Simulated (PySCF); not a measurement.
CHOS, SMILES [OH+]=C=S, charge +1. Coordinates come from a B3LYP-D3(BJ)/def2-TZVP optimisation. The isomer is the one that the SMILES or the coordinates give; other isomers of the formula were not compared.

TDA-M06-2X/def2-SVPD (PySCF) puts the lowest singlet excitations at 4.68, 5.67, 5.95, 8.64, 9.16, 9.91 eV.

Task: What are the lowest excitation roots from ADC(2)/aug-cc-pVDZ (PySCF)? (Estimate from the structure and the level; the computed values follow.)

Result: 5.42, 6.17, 6.69, 8.71, 8.83, 9.43 eV. S1 differs by 0.74 eV (second minus first; roots are paired by order, and the bases may differ).
